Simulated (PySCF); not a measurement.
Structure from NMR data

The spectra below were simulated for a compound C3H10F2OSi3.

¹H NMR (500 MHz, computed): δ 5.08 (m, 1H), 4.66 (m, 1H), 4.61 (m, 1H), 4.48 (m, 1H), 4.45 (m, 1H), 3.86 (s, 3H), 0.87 (m, 1H), 0.72 (m, 1H).

¹³C{¹H} NMR (computed): δ 139.6 (C), 48.7 (CH3), -0.6 (CH2).

One conformer, averaged over atoms made equivalent by symmetry, fast rotation or ring inversion, gas phase, relativity neglected. GFN2-xTB geometry; shieldings: GIAO PBE0/pcSseg-1; PySCF 2.14.0 with density-fitted response routines.

Shifts are taken against calculated references (same method and geometry level): ¹H, ¹³C against TMS.

Question: Deduce the structure.

Answer: 
Rings plus π bonds: 1 (1 ring in the answer). 3 carbon signals for 3 carbons: no two carbons are equivalent. Carbon types of the structure: 1 × C, 1 × CH2, 1 × CH3, leaving 5 H on heteroatoms. δC 139.6: fully substituted sp3 carbon bonded to 2 F and O and Si; 3 electronegative neighbours deshield it. δC 48.7: methyl carbon bonded to O; the inductive effect lowers its shielding. δC -0.6: sp3 CH2 bonded to 2 Si; an electropositive neighbour leaves it electron-rich and shielded. δH 5.08: hydrogen on a silicon bonded to 2 C, Si, in a 4-membered ring. δH 4.48, 4.45: hydrogen on a silicon bonded to 2 Si, in a 4-membered ring. δH 3.86: hydrogen on a methyl carbon bonded to O; its carbon carries O, an electronegative neighbour. δH 0.87, 0.72: hydrogen on an sp3 CH2 bonded to 2 Si; an electropositive neighbour shields it, as in TMS itself.

These data were computed for SMILES COC(F)(F)[Si@@H]1C[SiH2][SiH2]1.

The shifts were computed for this structure.

Splittings by ¹⁹F in the carbon and heteronuclear signals aren't shown, as no couplings were computed. Shifts are as computed. Against solution values, carbons near 30 ppm lie about +3 ppm off and those near 130 ppm about +5 ppm. Of 1211 compounds with measured shifts, 218 miss one by over three times the rms of a fit or turn the order of signals round; such compounds aren't used in these exercises. No couplings were computed; multiplicities are counted from neighbouring protons, with m where these are inequivalent, close in shift, in a saturated or five-membered ring or joined by F or P, and br s for small geminal =CH2 splittings.
